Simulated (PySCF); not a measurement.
Isomers of C5H7ClF2O.

All values: PBE0/pcSseg-1 (PySCF) at GFN2-xTB geometries, gas phase, one conformer each.

Question: Rank by HOMO energy, highest first.
A. `[F:1][CH2:2][C@@H:3]1[O:4][C@@H:5]([F:6])[C@H:7]1[CH2:8][Cl:9]` with F1–C2–C3–O4 64°, C5–C7–C8–Cl9 164°
B. `[CH3:1][CH2:2][C@@H:3]([F:4])[C@H:5]([F:6])[C:7](=[O:8])[Cl:9]` with C1–C2–C3–F4 68°, C2–C3–C5–F6 74°, C3–C5–C7–O8 -78°
C. `[CH2:1]=[CH:2][C@@H:3]([O:4][CH2:5][F:6])[C@H:7]([F:8])[Cl:9]` with C1–C2–C3–O4 126°, C2–C3–O4–C5 -145°, C3–O4–C5–F6 69°, C2–C3–C7–F8 174°

Answer: C (-8.12 eV), A (-8.50 eV), B (-8.76 eV).

Question: Rank by dipole moment, highest first.
A. `[F:1][CH2:2][C@@H:3]1[O:4][C@@H:5]([F:6])[C@H:7]1[CH2:8][Cl:9]` with F1–C2–C3–O4 64°, C5–C7–C8–Cl9 164°
B. `[F:1][CH2:2][O:3][C@@H:4]1[CH2:5][C@@H:6]([Cl:7])[C@@H:8]1[F:9]` with F1–C2–O3–C4 69°, C2–O3–C4–C5 -178°, O3–C4–C5–C6 -104°, C4–C5–C6–Cl7 -131°, C5–C6–C8–F9 130°, O3–C4–C8–C6 100°
C. `[CH2:1]=[CH:2][C@@H:3]([O:4][CH2:5][F:6])[C@H:7]([F:8])[Cl:9]` with C1–C2–C3–O4 126°, C2–C3–O4–C5 -145°, C3–O4–C5–F6 69°, C2–C3–C7–F8 174°
D. `[CH3:1][CH2:2][C@@H:3]([F:4])[C@H:5]([F:6])[C:7](=[O:8])[Cl:9]` with C1–C2–C3–F4 68°, C2–C3–C5–F6 74°, C3–C5–C7–O8 -78°

Answer: D (2.44 D), C (1.13 D), A (0.72 D), B (0.38 D).

Question: Rank by the lowest Hirshfeld charge on any atom, highest value first.
A. `[F:1][CH2:2][C@@H:3]1[O:4][C@@H:5]([F:6])[C@H:7]1[CH2:8][Cl:9]` with F1–C2–C3–O4 64°, C5–C7–C8–Cl9 164°
B. `[CH3:1][CH2:2][C@@H:3]([F:4])[C@H:5]([F:6])[C:7](=[O:8])[Cl:9]` with C1–C2–C3–F4 68°, C2–C3–C5–F6 74°, C3–C5–C7–O8 -78°
C. `[CH2:1]=[CH:2][C@@H:3]([O:4][CH2:5][F:6])[C@H:7]([F:8])[Cl:9]` with C1–C2–C3–O4 126°, C2–C3–O4–C5 -145°, C3–O4–C5–F6 69°, C2–C3–C7–F8 174°

Answer: C (-0.132 e), A (-0.161 e), B (-0.189 e).

All values together:

```json
{"SMILES": "FCO[C@@H]1C[C@@H](Cl)[C@@H]1F", "μ (D)": "0.38", "HOMO (eV)": "-8.21", "LUMO (eV)": "0.27", "lowest IAO charge (e)": "-0.371 (O)", "highest IAO charge (e)": "+0.218 (C)", "lowest Hirshfeld charge (e)": "-0.133 (F/O)", "highest Hirshfeld charge (e)": "+0.087 (C)"}
{"SMILES": "C=C[C@@H](OCF)[C@H](F)Cl", "μ (D)": "1.13", "HOMO (eV)": "-8.12", "LUMO (eV)": "-0.32", "lowest IAO charge (e)": "-0.379 (O)", "highest IAO charge (e)": "+0.217 (C)", "lowest Hirshfeld charge (e)": "-0.132 (O/F)", "highest Hirshfeld charge (e)": "+0.086 (C)"}
{"SMILES": "CC[C@@H](F)[C@H](F)C(=O)Cl", "μ (D)": "2.44", "HOMO (eV)": "-8.76", "LUMO (eV)": "-1.56", "lowest IAO charge (e)": "-0.420 (C)", "highest IAO charge (e)": "+0.337 (C)", "lowest Hirshfeld charge (e)": "-0.189 (O)", "highest Hirshfeld charge (e)": "+0.174 (C)"}
{"SMILES": "FC[C@@H]1O[C@@H](F)[C@H]1CCl", "μ (D)": "0.72", "HOMO (eV)": "-8.50", "LUMO (eV)": "0.50", "lowest IAO charge (e)": "-0.404 (O)", "highest IAO charge (e)": "+0.363 (C)", "lowest Hirshfeld charge (e)": "-0.161 (O)", "highest Hirshfeld charge (e)": "+0.130 (C)"}
```

Conformers: `[F:1][CH2:2][O:3][C@@H:4]1[CH2:5][C@@H:6]([Cl:7])[C@@H:8]1[F:9]` with F1–C2–O3–C4 69°, C2–O3–C4–C5 -178°, O3–C4–C5–C6 -104°, C4–C5–C6–Cl7 -131°, C5–C6–C8–F9 130°, O3–C4–C8–C6 100°; `[CH2:1]=[CH:2][C@@H:3]([O:4][CH2:5][F:6])[C@H:7]([F:8])[Cl:9]` with C1–C2–C3–O4 126°, C2–C3–O4–C5 -145°, C3–O4–C5–F6 69°, C2–C3–C7–F8 174°; `[CH3:1][CH2:2][C@@H:3]([F:4])[C@H:5]([F:6])[C:7](=[O:8])[Cl:9]` with C1–C2–C3–F4 68°, C2–C3–C5–F6 74°, C3–C5–C7–O8 -78°; `[F:1][CH2:2][C@@H:3]1[O:4][C@@H:5]([F:6])[C@H:7]1[CH2:8][Cl:9]` with F1–C2–C3–O4 64°, C5–C7–C8–Cl9 164°.
